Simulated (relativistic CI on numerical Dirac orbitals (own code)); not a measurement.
**Pt XI: sensitivity of the levels to the model**

Base calculation: Dirac-Coulomb-Breit CI, separate exchange-only KLI orbitals for each configuration, model QED, unscaled Slater integrals.

Configuration list (outside the closed core [Kr] 4d10): 4f14 5s2 5p6, 4f14 5s2 5p5 5d, 4f14 5s 5p6 5d, 4f14 5s2 5p5 5f, 4f13 5s2 5p6 5d, 4f14 5s2 5p5 6s, 4f14 5s2 5p5 5g, 4f14 5s 5p6 5f, 4f14 5s2 5p5 6p, 4f13 5s2 5p6 6s, 4f14 5s 5p6 5g, 4f14 5s2 5p5 6d, 4f13 5s2 5p6 6p, 4f14 5s 5p6 6s, 4f13 5s2 5p6 5f, 4f14 5s2 5p5 7s, 4f14 5s2 5p5 7p, 4f14 5p6 5d2, 4f14 5p5 5d3, 4f14 5p5 5d2 5f, 4f13 5p6 5d3, 4f14 5p5 5d2 6s, 4f14 5p5 5d2 5g, 4f14 5p6 5f2, 4f14 5p5 5d 5f2, 4f14 5p5 5f3, 4f13 5p6 5d 5f2, 4f14 5p5 5f2 6s, 4f14 5p5 5f2 5g. Double excitations out of closed p, d and f shells are left out; levels of such configurations are missing from the list, as are those of other unlisted configurations, and high levels can miss mixing partners. Some configurations lack a partner that the ground configuration has and come out too high, among them 4f14 5s2 5p5 6p, 4f13 5s2 5p6 6s, 4f14 5s2 5p5 6d, 4f13 5s2 5p6 6p, 4f13 5s2 5p6 5f.

The lowest level and the first level of each name with at least 55 % of one term (blank where a level has no safe partner in the second run):

```
                Level  Base (cm⁻¹)  Shift (cm⁻¹)
    4f14 5s2 5p6 1S_0            0             0
4f14 5s2 5p5 5d 3P°_0       417514         -1145
4f14 5s2 5p5 5d 3P°_1       427556         -1139
4f14 5s2 5p5 5d 3F°_3       441034          -265
4f14 5s2 5p5 5d 3F°_4       449615          +207
4f14 5s2 5p5 5d 3D°_3       475248         -1171
4f14 5s2 5p5 5d 3D°_1       515269          +873
4f14 5s2 5p5 5d 3F°_2       577114          +142
4f14 5s2 5p5 5d 1P°_1       644942        +11440
4f13 5s2 5p6 5d 3P°_2       689947         -1616
4f13 5s2 5p6 5d 3P°_1       714565         -1616
4f13 5s2 5p6 5d 3H°_6       715624         -1350
4f14 5s2 5p5 6s 3P°_2       717181         -1024
4f13 5s2 5p6 5d 3H°_4       722505         -1417
4f14 5s2 5p5 6s 1P°_1       723094          -794
4f13 5s2 5p6 5d 3G°_5       728364         -1379
4f13 5s2 5p6 5d 3P°_0       733042         -1515
4f13 5s2 5p6 5d 3G°_3       736643         -1399
4f13 5s2 5p6 5d 3D°_1       742305         -2361
4f13 5s2 5p6 5d 1P°_1       758321        -11882
4f14 5s2 5p5 6s 3P°_0       860781          -999
4f14 5s2 5p5 6s 3P°_1       863749         -1112
```

At this charge transitions that keep the count of f electrons are usually good to a few per cent. Levels and lines within the n = 5 or 6 shells can be off by up to 10 % or somewhat more, and those that change n by about 2 %, since core polarisation is missing. Levels that differ in their count of f electrons can be misplaced by several ten thousand cm⁻¹, since the correlation energy of f electrons is missing or only estimated; rates across such gaps can be off by orders of magnitude.

Task: One thing was changed in a second run, which moved the levels as shown. Which?
A. Breit term removed
B. configuration mixing switched off
C. QED terms removed

Result: B. Configuration mixing switched off. Without mixing, levels that were pushed by configurations of the same parity and J return to their single-configuration places.

LS names give the leading component of a level, which can be under half, so a name can repeat, a term be missing and a line seem to break the LS rules.
